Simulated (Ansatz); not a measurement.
Geometry optimisation, RKS B3LYP/6-31G* (Ansatz 0.2.0).

The input (input.yaml):

```yaml
crystal:
  periodic: [false, false, false]
  atoms:
    - { symbol: B, position_ang: [0.0, 0.0, 0.0] }
    - { symbol: H, position_ang: [0.0, 0.0, 1.54] }
    - { symbol: F, position_ang: [1.1431, 0.0, -0.66] }
    - { symbol: F, position_ang: [-1.1431, 0.0, -0.66] }
    - { symbol: O, position_ang: [0.0715, -1.6212, 0.5392] }
    - { symbol: Al, position_ang: [-0.7444, -2.995, -0.2453] }
    - { symbol: H, position_ang: [0.0056, -4.3518, -0.419] }
    - { symbol: H, position_ang: [-2.2093, -2.8421, -0.7592] }
    - { symbol: H, position_ang: [0.0379, -0.8605, 1.537] }
basis:
  gaussian: { orbitals: "6-31G*" }
hamiltonian:
  xc: b3lyp
relax:
  f_tol: 0.15
  max_steps: 25
  restrain:
    - { distance: [0, 4], at: 2.61, k: 30.0 }
    - { distance: [8, 1], at: 1.86, k: 30.0 }
    - { distance: [0, 1], at: 1.19, k: 30.0 }
    - { distance: [8, 4], at: 1.01, k: 30.0 }
```

Launched with:

```bash
$ ansatz run input.yaml --threads 2 --pin off --max-ram 3072MiB --backend cpu --events-out ev --progress --plain --runs-dir out
```

Problem. Where does it end, and by what steps?

Solution. It converged. The restraints hold the end off the free minimum. After 21 steps the energy has fallen by 2.803 eV (the restraints' own energy left out); F4 moved furthest, 1.05 Å. Parted: B1–O5 (1.71 → 2.60 Å). Joined: B1–H2 (1.54 → 1.19 Å).

| step | energy less start (eV) | largest force component (eV/Å) | accepted |
| --- | --- | --- | --- |
| 0 | 0.0000 | 5.193 | yes |
| 1 | -0.8874 | 3.081 | yes |
| 2 | -1.8141 | 2.593 | yes |
| 3 | -2.2224 | 2.611 | yes |
| 4 | -2.4421 | 1.685 | yes |
| 5 | -2.6016 | 1.070 | yes |
| 6 | -2.6486 | 0.972 | yes |
| 7 | -2.6755 | 0.958 | yes |
| 8 | -2.6938 | 0.937 | yes |
| 9 | -2.7032 | 0.934 | yes |
| 10 | -2.7284 | 0.904 | yes |
| 11 | -2.7289 | 0.904 | yes |
| 12 | -2.7361 | 0.958 | yes |
| 13 | -2.6691 | 1.119 | no |
| 14 | -2.7408 | 0.988 | yes |
| 15 | -2.7578 | 0.993 | yes |
| 16 | -2.7811 | 1.027 | yes |
| 17 | -2.7881 | 1.066 | yes |
| 18 | -2.7956 | 1.054 | yes |
| 19 | -2.7984 | 1.013 | yes |
| 20 | -2.7888 | 0.996 | no |
| 21 | -2.8027 | 1.025 | yes |

```xyz
9
Properties=species:S:1:pos:R:3
B 0.107 0.052 -0.106
H -0.417 0.195 0.949
F 1.202 0.673 -0.461
F -0.500 -0.729 -1.045
O 0.188 -2.204 1.182
Al -0.784 -2.789 -0.145
H -0.022 -3.679 -1.205
H -2.364 -2.683 -0.020
H -0.250 -1.507 1.724
```

Time of the run: 41 s on 2 threads of Arm Neoverse V2 (shared host), peak memory 0.17 GiB.
